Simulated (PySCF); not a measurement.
C3H9BO, singlet, geometry from GFN2-xTB, atoms displaced at random by about 0.03 Å a coordinate; R2SCAN/6-31G, gradient run with PySCF.

Input for PySCF:
```python
from pyscf import gto, scf, dft

mol = gto.M(
    atom='''
B     0.05341886    0.42229895    0.45820745
C    -1.19723973   -0.31289489    1.11424248
H    -1.14064137   -1.36004366    1.23423896
H    -2.06519642   -0.14266294    0.40132080
H    -1.54965975    0.04305265    2.06081136
C     0.53182099    0.13298440   -1.04551390
C     0.18925709   -1.26212572   -1.57392514
H     1.58641234    0.20266858   -1.09197902
H     0.10370458    0.84587712   -1.70062174
H    -0.88626398   -1.47421834   -1.60075743
H     0.57298506   -2.11915147   -0.94394490
H     0.59729416   -1.39355903   -2.56731630
O     0.69619189    1.38709405    1.07012457
H     0.33333887    1.52267445    2.02324600
''',
    basis='6-31g',
    verbose=3,
)

mf = dft.RKS(mol)
mf.xc = 'r2scan'
mf.conv_tol = 1e-11
mf.kernel()
g = mf.nuc_grad_method()
grad = g.kernel()
```

Output, abridged:

```
converged SCF energy = -219.661150950339
--------------- RKS gradients ---------------
         x                y                z
0 B     0.0346027387     0.0550138842     0.0473025546
1 C     0.0167944589    -0.0256679157     0.0314413835
2 H    -0.0080689522     0.0317444372     0.0034137466
3 H    -0.0137141758     0.0041559724    -0.0099638864
4 H     0.0014015352    -0.0136345066    -0.0191298380
5 C     0.0174810340     0.0341344701    -0.0331664961
6 C     0.0053894177     0.0249222699    -0.0156917784
7 H    -0.0296611038    -0.0120933519     0.0009270732
8 H     0.0093576335    -0.0235925010     0.0173301362
9 H     0.0035651421    -0.0059998887     0.0042720298
10 H    -0.0017757536    -0.0180915203     0.0069681546
11 H    -0.0015248864     0.0038946199     0.0104706610
12 O    -0.0148721425    -0.0519436832    -0.0769199007
13 H    -0.0186679626    -0.0026137603     0.0328759446
----------------------------------------------
```
